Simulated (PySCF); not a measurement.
# Correlation energy of Ca (calcium, neutral)

[Ar] 3d1 4s1, high-spin 3D determinant (an excited configuration). Computed with PySCF 2.14 in x2c-QZVPPall with one added diffuse shell each of s, p, d, f type (12s8p5d4f, 89 functions), with the spin-free X2C one-electron Hamiltonian (Gaussian nucleus). Frozen: [Ar]; 2 electrons correlated.

Total MP2 correlation energy: -4.22 mhartree.

Same-spin part -4.22 and opposite-spin part 0.00 mhartree; SCS-MP2 scales them by 1/3 and 6/5 to -1.41 mhartree.
